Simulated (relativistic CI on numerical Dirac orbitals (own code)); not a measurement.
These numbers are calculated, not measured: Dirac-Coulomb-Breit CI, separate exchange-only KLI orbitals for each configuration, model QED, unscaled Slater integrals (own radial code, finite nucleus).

The strongest absorption lines from the ground level of an ion, among the configurations computed and to levels below about 4110 eV (vacuum wavelength in nm, gf): 0.38479 (0.45), 0.43882 (1.2), 0.44244 (0.21), 0.47652 (5.9), 0.49354 (2.4), 0.52176 (0.38), 0.58597 (0.27), 0.60120 (0.16).

(1) Which ion is it?
A. Lu⁴³⁺
B. Fr⁵⁹⁺
C. Au⁴⁹⁺
D. Au⁵¹⁺

Answers

(1) D. Au⁵¹⁺ has 28 electrons and the ground level 3s²3p⁶3d¹⁰ ¹S0; the strongest line goes to 3s²3p⁶3d⁹4f ¹P°1. The pattern of lines fixes the number of electrons, and along that sequence the line energies rise steadily with the charge (about as its square where n changes within one kind of shell, about linearly where n is kept but much faster in heavy ions where fine structure, which grows about as Z⁴, sets the gap, and irregularly where shells cross), which fixes Z. Configurations outside the model, such as inner-shell arrays, can give stronger lines. At this charge energies of transitions that change n are usually good to better than 1 %, and those within a shell (Δn = 0) to a few per cent.

LS names give the leading component of a level, which can be under half, so a name can repeat, a term be missing and a line seem to break the LS rules.
